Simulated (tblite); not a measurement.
Species: C6H6O2 (charge +1 and doublet state).
Structure used (GFN2-xTB), in Å, numbered top down from 1:
```
atom  x, y, z in Å
O1     2.282    0.153    0.310
C2     0.970    0.202    0.165
C3     0.175    1.330    0.352
C4    -1.188    1.245    0.167
C5    -1.798    0.023   -0.211
C6    -1.047   -1.106   -0.403
C7     0.349   -1.060   -0.225
O8     1.072   -2.125   -0.406
H9     2.686    0.996    0.571
H10    0.633    2.265    0.642
H11   -1.805    2.120    0.311
H12   -2.868   -0.010   -0.347
H13   -1.489   -2.048   -0.690
H14    2.028   -1.987   -0.258
```

Method: GFN2-xTB as coded in tblite; computed harmonic values from a numerical Hessian at the method's own geometry, unscaled. This tight-binding method is rough: wavenumbers can miss measured ones by several per cent, in bad cases by 10 to 20. One conformer, not necessarily the lowest. Open shells enter through the occupations alone, without spin polarisation, and single modes of such species can be off by tens of per cent.

Harmonic wavenumbers (cm⁻¹): 138.3, 238.7, 292.2, 389.5, 406.7, 414.7, 512.4, 548.7, 559.8, 641.3, 703.2, 766.5, 780.2, 829.4, 867.9, 907.9, 919.5, 1032.6, 1065.0, 1088.6, 1140.4, 1160.7, 1244.9, 1279.3, 1325.4, 1363.2, 1414.3, 1481.8, 1498.1, 1534.2, 3089.2, 3100.6, 3106.6, 3115.6, 3328.4, 3409.3.

A = 3334, B = 2304, C = 1362 MHz; mass 110.037 u (most abundant isotopes); point group Cs, symmetry number 1; spin multiplicity 2.

Task: What is the zero-point energy?

Result: Half the sum of the wavenumbers: 22848 cm⁻¹ = 273.32 kJ/mol.

Task: What is S at 298.15 K and 1 bar for an ideal gas of classical rigid rotors and harmonic oscillators?

Result: Translation 167.48, rotation 116.40, vibration 53.92, spin (R ln 2) 5.76: S = 343.6 J/(mol K).

Task: And Cp and H(298.15 K) − H(0)?

Result: Cp = 120.56 J/(mol K), of which vibrations give 87.30 (their classical limit is 36 R = 299.3); H(298.15 K) − H(0) = 20.30 kJ/mol without the zero-point energy, 10.38 from vibrations.

Task: How do the functions run with temperature in this model?

Result: 
| T (K) | S (J/(mol K)) | Cp (J/(mol K)) | H − H(0) (kJ/mol) | G − H(0) (kJ/mol) | ln q(vib) |
| --- | --- | --- | --- | --- | --- |
| 100 | 259.7 | 48.3 | 3.79 | -22.18 | 0.21 |
| 200 | 303.4 | 83.2 | 10.29 | -50.38 | 1.06 |
| 300 | 344.3 | 121.2 | 20.52 | -82.77 | 2.32 |
| 500 | 421.9 | 183.5 | 51.43 | -159.52 | 5.47 |
| 800 | 521.1 | 237.0 | 115.39 | -301.50 | 10.54 |
| 1000 | 576.4 | 258.4 | 165.05 | -411.38 | 13.80 |

q(vib) and H(0) count from the zero-point level.

Task: Blend soft modes into free rotors: weight 1/[1 + (100 cm⁻¹/ν̃)⁴] for the oscillator and the rest for a rotor with moment μB/(μ + B), μ = h/(8π²ν), B = 10⁻⁴⁴ kg m². What vibrational entropy results?

Result: 53.73 J/(mol K) in place of 53.92, which changes −T·S at 298.15 K by +0.05 kJ/mol.

Task: Which modes carry the vibrational entropy at 298.15 K?

Result: 138.3 cm⁻¹: 11.83; 238.7 cm⁻¹: 7.58; 292.2 cm⁻¹: 6.11; 389.5 cm⁻¹: 4.19; 406.7 cm⁻¹: 3.93; 414.7 cm⁻¹: 3.81 J/(mol K); the other 30 give 16.47 together.

Hindered rotation and anharmonicity are outside this model. Other conformers, if any are populated, would add a mixing term that is left out.

On an Arm Neoverse V2 with one thread, shared host with 96 logical CPUs at a one-minute load of 30, this took 0.28 s of wall time. This covers the Hessian and the dipole derivatives.
